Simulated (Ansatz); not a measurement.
A made-up structure of BSiH3ClF, closed shell:

```xyz
7
angstrom
F -1.3317 -1.4157 -1.0769
B -0.3158 -1.1586 -0.2733
Si 0.1340 0.7898 0.1219
Cl 1.7483 0.8733 1.4019
H -2.1422 -1.7358 -1.3389
H 0.4922 1.5247 -1.1194
H -1.0060 1.4873 0.7726
```

It is relaxed with PBE-D4/def2-SVP and then PBE0-D4/def2-TZVP (Ansatz 0.2.0). Atoms count as bonded within 1.22 times the sum of their covalent radii (H–H: 0.88 Å). The end point is not checked to be a true minimum.

Task: Does its bonding change? (Judge from chemistry; the calculation decides.)

Result: By the calculation: Yes. Formed: H5–H7; broken: F1–H5, Si3–H7.

Where it ends: The first stage lowers the energy by 5.02 eV in 54 steps. It ends as a complex of BSiHClF ([F][B][SiH][Cl]) + H₂:
```xyz
7
angstrom
F 0.1556 -3.1505 -0.3999
B 0.4622 -1.9257 -0.3705
Si 0.1676 0.0116 -0.3018
Cl 0.9580 0.4319 1.6049
H -2.4992 2.0185 -0.4140
H 1.2779 0.3609 -1.2549
H -2.9434 2.6183 -0.3759
```

Labels in which every atom is bracketed show which atoms are joined, not bond orders.

For scale, one of the runs: PBE0-D4/def2-TZVP relaxation, 154 basis functions, launched by `ansatz run in.yaml --threads 2 --pin off --events-out ev --progress --plain --max-ram 4352MiB`. The run took about 27 s on 2 CPU threads of an Arm Neoverse V2 (shared host).
